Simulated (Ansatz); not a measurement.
Born–Oppenheimer molecular dynamics of Cl$_{3}$FH$_{5}$NPTa (12 atoms, charge 0, multiplicity 1). It starts at the highest image of a converged band. Of that band: The profile has 2 maxima (images 2, 4) with wells between them (image 3): this band takes more than one step, which may be the mechanism or a detour left from its start path. A structure lower than the first end lies on the path between it and the top, so the climb from that side starts below the end, which may itself be a saddle point or a shallow side well. Neighbouring images differ by up to 1.8 eV, so the band resolves the path poorly. A vibrational analysis at the climbing image gives one clearly imaginary mode, 1817i cm⁻¹: a first-order saddle point.

Method: RHF/def2-SVP (Ansatz 0.2.0).

```yaml
ensemble: NVE (velocity Verlet)
time_step: 0.5 fs
steps_asked: 200
starting_velocities_drawn_for: 300 K
seed: 2112
```

First frame:

```xyz
12
Properties=species:S:1:pos:R:3
Ta -0.050 -0.157 -0.176
N 2.103 -0.004 -0.286
H 2.563 0.095 0.607
H 2.500 0.664 -0.928
F 0.381 -0.933 1.483
Cl -0.001 0.433 -2.461
Cl -0.402 1.986 0.677
Cl -2.197 -1.071 -0.212
P 1.090 -2.489 -1.045
H 0.991 -3.619 -0.225
H 0.833 -2.986 -2.327
H 2.218 -1.352 -0.759
```

(1) How far do the bonds stretch over the last three quarters of this one trajectory? (Pairs bonded in most of those frames.)

Results:

(1) 
```
   bond  mean (Å)  spread (Å)  shortest  longest
 Ta1–N2     1.968       0.067      1.87     2.09
 Ta1–F5     1.888       0.021      1.85     1.91
Ta1–Cl6     2.360       0.025      2.32     2.39
Ta1–Cl7     2.319       0.025      2.29     2.36
Ta1–Cl8     2.410       0.061      2.34     2.50
 Ta1–P9     3.099       0.204      2.74     3.46
  N2–H3     1.010       0.023      0.97     1.05
  N2–H4     1.011       0.016      0.98     1.04
 P9–H10     1.416       0.029      1.37     1.47
 P9–H11     1.419       0.037      1.35     1.49
 P9–H12     1.430       0.098      1.27     1.58
```

Pairs bonded in part of these frames only: Ta1–H4 29 %.

Mean temperature of the second half: 996 K. The conserved energy stayed within 0.27 meV per atom of its start (net change 0.045 meV per atom), so the integration is sound. The kinetic energy rose, since the run started high on the potential surface and went downhill. A run of 0.1 ps of so small a system gives no equilibrium averages. The orbitals stay closed-shell, which can raise the energy where a bond breaks towards radicals; this wasn't checked here.

Time of the run: 7.8 min on 4 threads of Intel(R) Xeon(R) Platinum 8375C CPU @ 2.90GHz (Ice Lake), on a shared host, peak memory 0.54 GiB.
